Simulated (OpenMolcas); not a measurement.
## Ru4+: moving the ligands

Ru4+ with 6 ligands (fluoride) in octahedral coordination (Oh) at 1.93 Å. A charge of +0.333 e stands 3.2 Å behind each ligand. Ligand basis ANO-RCC-VDZP.
```
Ru    0.0000    0.0000    0.0000
F     1.9300    0.0000    0.0000
F     0.0000    1.9300    0.0000
F    -1.9300    0.0000    0.0000
F     0.0000   -1.9300    0.0000
F     0.0000    0.0000    1.9300
F     0.0000    0.0000   -1.9300
```

| Item | Value |
| --- | --- |
| Program | OpenMolcas |
| Method | SS-CASPT2, IPEA 0.25 Eh, imaginary shift 0.1 Eh (closed shells correlated: 4s 4p and the ligand valence shells) |
| Basis | ANO-RCC-VDZP [6s5p3d1f] |
| Scalar Hamiltonian | DKH2, point nucleus |
| Active space | 4 electrons in 5 orbitals (4d) |
| State averaging | 2S+1 = 5 even, 5 roots; 2S+1 = 3 even, 45 roots; 2S+1 = 1 even, 50 roots |
| Spin-orbit coupling | state interaction with AMFI integrals over the reference wave functions |

Runs around this geometry, states (labels of O, the rotations of Oh). Energies in cm-1 above the lowest state or level, χT in cm3 K/mol; under a threefold ground state the first gap can be a small split of the lowest multiplet, not the spin-orbit step.

```json
{"R (Å)": "1.85", "Ground state": "3T1", "First state of that spin": "3E 30570", "First gap with spin-orbit (degeneracies)": "810 (1, 3)", "χT at 300 K": "0.994", "First state of another spin": "1T2 6940"}
{"R (Å)": "1.93", "Ground state": "3T1", "First state of that spin": "3E 25420", "First gap with spin-orbit (degeneracies)": "830 (1, 3)", "χT at 300 K": "0.974", "First state of another spin": "1T2 6820"}
{"R (Å)": "2.06", "Ground state": "3T1", "First state of that spin": "3E 19580", "First gap with spin-orbit (degeneracies)": "870 (1, 3)", "χT at 300 K": "0.944", "First state of another spin": "1T2 6570"}
```

Taking the first state of the same spin as R^-n, n = -ln(19580 / 30570) / ln(2.06 / 1.85) = 4.1 between the shortest and longest distance.

Roots that are degenerate in the reference are averaged as groups; the widest CASPT2 spread within a group is 980 cm-1 (the 3-fold group of multiplicity 1 near 77800 cm-1 above the lowest state of its run, R = 1.85). Shifts and gaps below about the spread of the groups concerned are not significant. Over all roots computed the reference weight is 0.67 to 0.70 in R = 1.85, 0.67 to 0.70 in R = 1.93, 0.65 to 0.68 in R = 2.06; a low but even weight reflects the number of correlated electrons. An orbital triplet at a regular site is open to Jahn-Teller coupling, which can distort the site and quench the lowest spin-orbit gaps and is left out. Ligand-to-metal charge-transfer states are missing. With no ligand orbital active B as a rule stays too high, so bands that hang on it stand too high and its fall with covalency is understated. With one d shell and no ligand orbital active, 10Dq can be off by a tenth or more. The least metal-like active orbital is 74 % on the metal (Löwdin) and no ligand orbital is active, so the numbers are rough (holds for R = 1.85). This shell can be high or low spin here, a state of another spin lies low, and with metal d orbitals alone active their balance is uncertain, so the ground spin may be wrong, although the usual error favours high spin (holds for R = 1.93; R = 2.06). The least metal-like active orbital is 75 % on the metal (Löwdin) and no ligand orbital is active, so the numbers are rough (holds for R = 1.93; R = 2.06). These CASPT2 states fit no ligand-field parameters well, so their order and spin gaps are uncertain (holds for R = 2.06). No measured value stands beside these numbers; the geometry is a model, was not optimised and need not be the one that this ion takes.
